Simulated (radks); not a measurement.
Species: Ca I. Configuration: [Ar] 4s2. All-electron calculation, scalar-relativistic Kohn-Sham, LB94 model potential, spin-unpolarised, spherical densities, finite nucleus; Fermi nuclear charge, rms radius 3.4776 fm. Program: a radial shooting solver on a logarithmic mesh with Libxc functionals.

Normalised radial functions P(r) = r R(r), r in bohr:

```
   r/bohr * 2p, o 4s, + 4p (the largest magnitude, 1.68, reaches the edge; | marks zero, & curves that meet)
 0.007686                             &o
  0.01017                             &o
  0.01346                             +&
   0.0178                             +&
  0.02356                             +o*
  0.03117                             +o *
  0.04124                             + o  *
  0.05456                             |&     *
  0.07219                             |&         *
  0.09552                             o+             *
   0.1264                            o| +                 *
   0.1672                           o | +                     *
   0.2213                          o  | +                        *
   0.2928                           o |+                         *
   0.3874                            o+                     *
   0.5125                            +| o            *
   0.6781                          +  |   o   *
   0.8973                          +  |  *o
    1.187                           + |*o
    1.571                           o &
    2.078                       o     *  +
     2.75                    o        *     +
    3.639                    o        *      +
    4.814                      o      *      +
     6.37                         o   *     +
    8.428                            o*  +
    11.15                             &+
    14.76                             &
```

2p: eigenvalue -353.06 eV, 0 radial nodes, <r> = 0.326 bohr, 90 % of the charge inside 0.537 bohr. 4s: eigenvalue -6.555 eV, 3 radial nodes at r = 0.100, 0.435, 1.41 bohr, <r> = 3.75 bohr, 90 % of the charge inside 5.69 bohr. 4p (empty): eigenvalue -3.836 eV, 2 radial nodes at r = 0.405, 1.59 bohr, <r> = 5.08 bohr, 90 % of the charge inside 7.72 bohr.
